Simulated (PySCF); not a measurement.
5-methylidene-2H-1,3-oxazole (C4H5NO), SMILES C1C(OCN=1)=C.

Coordinates come from a ωB97X-D3(BJ)/def2-SVP optimisation. The values are those of a single conformer.

Level of theory: ωB97X-D3(BJ)/def2-SVP run with PySCF 2.14.0.

No scaling factor is applied to the harmonic values.

```tsv
mode	ν (cm⁻¹)	IR (km/mol)	Raman (Å⁴/amu)	depolarisation	moving atoms (share of kinetic energy)
1	165	2.8	0.9	0.75	C 39 %, O 32 %, H 28 %
2	359	12.2	2.5	0.75	C 33 %, N 33 %, H 30 %
3	362	0.1	1.9	0.70	C 46 %, H 37 %, O 12 %
4	644	5.6	4.2	0.75	C 55 %, H 36 %
5	718	0.2	2.7	0.75	H 88 %, C 8 %
6	718	1.9	13.1	0.35	C 70 %, H 13 %, O 10 %
7	830	1.3	5.5	0.75	N 46 %, O 32 %, C 20 %
8	859	59.2	6.4	0.75	H 70 %, C 30 %
9	920	3.2	5.2	0.45	H 56 %, C 36 %, O 8 %
10	957	2.3	6.6	0.75	H 61 %, C 35 %
11	960	37.7	2.5	0.59	C 42 %, O 28 %, H 23 %
12	1040	49.7	3.0	0.11	C 53 %, N 23 %, H 20 %
13	1094	14.7	0.3	0.75	H 61 %, C 31 %
14	1099	123.9	1.7	0.68	C 48 %, O 42 %, H 10 %
15	1220	0.1	8.4	0.75	H 95 %
16	1269	35.6	21.4	0.53	H 66 %, C 28 %
17	1331	35.8	6.3	0.58	H 48 %, C 41 %, N 10 %
18	1409	32.3	30.7	0.38	H 64 %, C 32 %
19	1425	31.0	9.0	0.60	H 64 %, C 27 %, O 9 %
20	1497	3.3	41.5	0.49	H 90 %, C 9 %
21	1751	86.8	25.2	0.21	C 55 %, N 41 %
22	1794	59.0	200.4	0.26	C 91 %
23	3077	52.1	291.3	0.12	H 95 %
24	3134	17.6	159.1	0.75	H 90 %, C 10 %
25	3202	0.7	90.3	0.12	H 94 %
26	3224	3.6	88.0	0.25	H 91 %, C 9 %
27	3311	0.6	73.5	0.75	H 89 %, C 11 %
```
